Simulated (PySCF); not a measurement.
**Mayer bond orders and bond lengths**

Compound: C3H7FSSi.
Numbering: `[CH3:1][SiH2:2][S:3]/[CH:4]=[CH:5]/[F:6]` (hydrogens: H7, H8, H9 on C1; H10, H11 on Si2; H12 on C4; H13 on C5)

Geometry (GFN2-xTB, Å), atoms numbered from 1 in this order:
```
atom  x, y, z in Å
C1     2.7103   -0.2109   -0.2587
Si2    1.0830   -0.0638    0.6842
S3    -0.4697    0.0076   -0.8342
C4    -1.8791    0.1413    0.1903
C5    -3.0994    0.2180   -0.3150
F6    -4.1751    0.3192    0.4883
H7     2.7302   -1.1074   -0.8724
H8     2.8621    0.6404   -0.9168
H9     3.5483   -0.2567    0.4293
H10    0.7881   -1.2248    1.5232
H11    0.9658    1.1727    1.4564
H12   -1.7135    0.1582    1.2552
H13   -3.3553    0.2067   -1.3621
```

Bond orders from the PBE0/pcSseg-1 density (PySCF). Isolated species at its GFN2-xTB geometry (one conformer only).

(1) Where do the orders between heavy atoms depart from those drawn in the SMILES?

(2) Set the Mayer orders of the bonds between heavy atoms beside their lengths.

(3) And the bonds to hydrogen?

(4) Sum the orders of all bonds at each heavy atom with more than one neighbour and set the sums beside the valence in the SMILES.

Answers

(1) The largest departure is 0.138, at C4–C5 (drawn double, 1.862).

(2) 
| bond | drawn as | length (Å) | Mayer order |
| --- | --- | --- | --- |
| C1–Si2 | single | 1.887 | 0.977 |
| Si2–S3 | single | 2.173 | 0.899 |
| S3–C4 | single | 1.748 | 1.040 |
| C4–C5 | double | 1.323 | 1.862 |
| C5–F6 | single | 1.346 | 0.950 |

(3) C–H: 0.91 to 0.97 (5 bonds); H–Si: 0.92 (2 bonds).

(4) C1 3.838 (drawn 4), Si2 3.720 (drawn 4), S3 1.939 (drawn 2), C4 3.807 (drawn 4), C5 3.785 (drawn 4). Orders between atoms that aren't bonded are not in these sums.

Mayer orders depend on the basis set.
